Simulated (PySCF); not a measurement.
One of the candidates below gave these computed data.

All candidates are H7NOSi2.

| technique | computed result |
| --- | --- |
| UV, strongest line | among the 10 lowest singlet transitions: S7 at 7.00 eV (177 nm, f = 0.114) [TDDFT B3LYP/def2-SVPD] |
| Valence photoelectron | vertical ionisation energy: 9.26 eV [ΔSCF B3LYP/def2-SVPD] |
| Rotational structure | rotational constants A, B, C: 10.813, 2.012, 1.790 GHz [PBE0-D3(BJ)/def2-SVP] |
| Dipole | 2.41 D [B3LYP/def2-SVPD] |
| XPS | Si2p3/2 106.7, Si2p3/2 107.0, N1s 404.8, O1s 538.4, Si1s 1846.5, Si1s 1846.9 eV [ΔSCF SCAN, pcX-2 on the ionised atom, pcseg-1 elsewhere, spin-free X2C, 2p3/2 from a spin–orbit splitting computed afterwards within the 2p shell] |
| UV, first state | lowest singlet excitation: 5.29 eV (234 nm, f = 0.002) [TDDFT B3LYP/def2-SVPD] |
| Polarisability | 71.0 au [B3LYP/def2-SVPD] |
| Triplet | lowest triplet excitation (Tamm–Dancoff): 4.95 eV [TDA B3LYP/def2-SVPD] |

Gas-phase values; electronic properties from PySCF, density fitting. Levels stand in brackets. Geometry: PBE0-D3(BJ)/def2-SVP, one conformer, isolated molecule.

**Question.** Which candidate is it?
A. `N[SiH2][SiH2]O`
B. `N[SiH2]O[SiH3]`
C. `O[SiH2]N[SiH3]`

**Answer.** A. It is `N[SiH2][SiH2]O`. Numbering: `[NH2:1][SiH2:2][SiH2:3][OH:4]`. Its formula, H7NOSi2, gives 0 degrees of unsaturation, so no ring and no π bond. The core levels belong to: Si2p3/2 106.7 eV, SiH2 silicon [Si2]; Si2p3/2 107.0 eV, oxygen-bound silicon [Si3]; N1s 404.8 eV, silicon-bound nitrogen [N1]; O1s 538.4 eV, silanol oxygen [O4]; Si1s 1846.5 eV, SiH2 silicon [Si2]; Si1s 1846.9 eV, oxygen-bound silicon [Si3]. S1 is mainly HOMO→LUMO (weight 0.98); the largest Löwdin shares of the orbital it empties are 0.39 on the silicon-bound nitrogen, 0.19 on the SiH2 silicon, 0.12 on the oxygen-bound silicon and 0.10 on an Si–H hydrogen, of the orbital it fills 0.23 on the oxygen-bound silicon, 0.19 on the SiH2 silicon, 0.14 on the silanol oxygen and 0.08 on the silicon-bound nitrogen. The optimised geometry has point group C1 and is an asymmetric top.

The others, at the same levels:
- `N[SiH2]O[SiH3]` fails: its computed core binding energies are Si2p3/2 107.4, Si2p3/2 107.5, N1s 404.9, O1s 537.6, Si1s 1847.4, Si1s 1847.5 eV, rotational constant A is 10.157 GHz (against 10.813 GHz) and smallest rotational constant is 1.957 GHz (against 1.790 GHz).
- `O[SiH2]N[SiH3]` fails: its computed core binding energies are Si2p3/2 107.2, Si2p3/2 107.5, N1s 404.4, O1s 538.5, Si1s 1847.1, Si1s 1847.5 eV and rotational constant A is 12.672 GHz (against 10.813 GHz).

Each candidate is one conformer, not necessarily the lowest. The conformers computed, where there is a choice (atom-mapped SMILES and torsion angles):
- `[NH2:1][SiH2:2][SiH2:3][OH:4]`: N1–Si2–Si3–O4 167°, H–N1–Si2–Si3 -51°, H–N1–Si2–Si3 169°, H–O4–Si3–Si2 -47°
- `[NH2:1][SiH2:2][O:3][SiH3:4]`: N1–Si2–O3–Si4 -45°, H–N1–Si2–O3 -71°, H–N1–Si2–O3 83°
- `[OH:1][SiH2:2][NH:3][SiH3:4]`: O1–Si2–N3–Si4 -110°, H–O1–Si2–N3 61°
